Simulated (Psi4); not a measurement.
Br2Ge, charge -1, doublet, at a GFN2-xTB geometry (a state made from the parent by changing its charge; the spin is typed, not shown lowest) (a gas-phase anion, which may not be bound at this level). Base run: Psi4 with B3LYP/def2-SVP.

Here is a job for Psi4.
```
memory 2 GB

molecule mol {
-1 2
  Ge    0.017720    0.006593    1.067023
  Br    1.108329   -1.683001   -0.495942
  Br   -1.124530    1.676973   -0.479622
}

set basis def2-svp
set reference uks

energy('b3lyp')
print_variables()
```

The base run was repeated with changes; each row names its change, and settings that it needs were set with it.

```csv
change,basis functions,E (Eh),outcome
base,96,-7224.67066,converged
basis = cc-pVTZ-DK; relativity = none (with scf_type pk),129,-,cut at the time limit
basis = cc-pVDZ-DK; relativity = none (with scf_type pk),81,-7174.32896,converged
basis = cc-pVDZ-DK; relativity = spin-free X2C (with scf_type pk),81,-7311.31813,converged
basis = cc-pVTZ-DK; relativity = spin-free X2C (with scf_type pk),129,-,cut at the time limit
```

Totals shift with the method and basis; they matter in differences.

Open shells are given as the SCF converged; they aren't shown to be the lowest states, and a large step between rows can be another state.

A gas-phase anion may not be bound at this level; its values then depend on the basis.

Basis sets contracted for a relativistic Hamiltonian are a mismatch without it, so the rows without relativity aren't non-relativistic limits. No row has spin-orbit coupling; sets with core potentials leave out the core electrons.
